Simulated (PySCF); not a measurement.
Some computed properties have been withheld. Give your best values.

C₆H₁₂Ge.
SMILES with atom numbers: `[CH3:1][CH:2]([CH3:3])[CH2:4][C:5]#[C:6][GeH3:7]` (hydrogens: H8, H9, H10 on C1; H11 on C2; H12, H13, H14 on C3; H15, H16 on C4; H17, H18, H19 on Ge7)

Conformer (atom-mapped SMILES and torsion angles): `[CH3:1][CH:2]([CH3:3])[CH2:4][C:5]#[C:6][GeH3:7]`: C1–C2–C4–C5 63°.

```json
{"property": "rotational constants A, B, C", "level": "PBE0-D3(BJ)/def2-SVP", "value": "?"}
{"property": "dipole moment", "level": "wB97X-D/def2-SVPD", "value": "?"}
{"property": "HOMO energy", "level": "wB97X-D/def2-SVPD", "value": "-9.37 eV"}
{"property": "LUMO energy", "level": "wB97X-D/def2-SVPD", "value": "?"}
{"property": "lowest singlet excitation", "level": "TDDFT wB97X-D/def2-SVPD", "value": "?"}
{"property": "static isotropic polarisability", "level": "wB97X-D/def2-SVPD", "value": "104.2 au"}
{"property": "electronic spatial extent ⟨r²⟩ about the centre of nuclear charge", "level": "wB97X-D/def2-SVPD", "value": "?"}
```

Electronic properties: PySCF, gas phase, density fitting. The structure is a single PBE0-D3(BJ)/def2-SVP conformer in the gas phase; no vibrational or solvent corrections. The calculation is non-relativistic and has no spin–orbit coupling, an omission that weighs most on germanium.

Problem. What is the LUMO energy?

Solution. 1.80 eV.

Problem. What is the dipole moment?

Solution. 1.13 D.

Problem. Give the electronic spatial extent ⟨r²⟩ about the centre of nuclear charge.

Solution. 2051 bohr².

Problem. What are the rotational constants A, B, C?

Solution. 4.108, 0.545, 0.543 GHz.

Problem. Give the lowest singlet excitation.

Solution. 6.03 eV (206 nm, f = 0.000).

The polarisability is 15.45 Å³ as a volume (1 au = 0.148185 Å³), or 1.30 au for each of the 80 electrons. The 6 singlets span 6.03 to 8.06 eV, and their oscillator strengths add up to 0.03. With B = h/(8π²I), that is 505.379 GHz u Å² over I, the principal moments of inertia are 123.0, 926.6 and 931.4 u Å² (most abundant isotopes).
